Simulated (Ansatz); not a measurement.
Start from `[NH2][Sn][F]` and change one atom or group to get `[F][Sn][F]`.

Ansatz, PBE0-D4/def2-TZVP geometries, multiplicity 1. Each molecule was computed in one conformer, which needn't be the lowest.

Elements past krypton have def2 core potentials. Outer-core shells of Sn are correlated without core-valence functions. Spin–orbit coupling is left out.

```tsv
property	`[NH2][Sn][F]`
ideal-gas entropy at 298 K and 1 bar (rigid rotor, harmonic PBE0-D4/def2-TZVP) / J/(mol·K)	298
HOMO–LUMO gap (PBE0/def2-TZVPP) / eV	5.72
HOMO energy (PBE/def2-TZVPP) / eV	-6.26
vertical ionisation energy (CCSD(T)/def2-TZVPP) / eV	9.75
size of the dipole moment (ωB97M-V/def2-TZVPP) / D	2.92
HOMO energy (ωB97M-V/def2-TZVPP) / eV	-9.85
```

Task: Give the same properties after the change, and the shifts. (Best estimate.)

Result: The calculation gave: 
| property | `[F][Sn][F]` | shift |
| --- | --- | --- |
| ideal-gas entropy at 298 K and 1 bar (rigid rotor, harmonic PBE0-D4/def2-TZVP) / J/(mol·K) | 282 | -16 |
| HOMO–LUMO gap (PBE0/def2-TZVPP) / eV | 5.95 | 0.23 |
| HOMO energy (PBE/def2-TZVPP) / eV | -7.46 | -1.20 |
| vertical ionisation energy (CCSD(T)/def2-TZVPP) / eV | 11.28 | 1.53 |
| size of the dipole moment (ωB97M-V/def2-TZVPP) / D | 3.74 | 0.82 |
| HOMO energy (ωB97M-V/def2-TZVPP) / eV | -10.91 | -1.06 |

With PBE0 the HOMO falls by 1.13 eV and the LUMO falls by 0.90 eV, so the gap widens by about 0.23 eV. PBE moves the HOMO by -1.20 eV and ωB97M-V by -1.06 eV. The zero-point energy changes by -61.1 kJ/mol with -6 modes. Dipoles are sizes alone; their direction can turn.
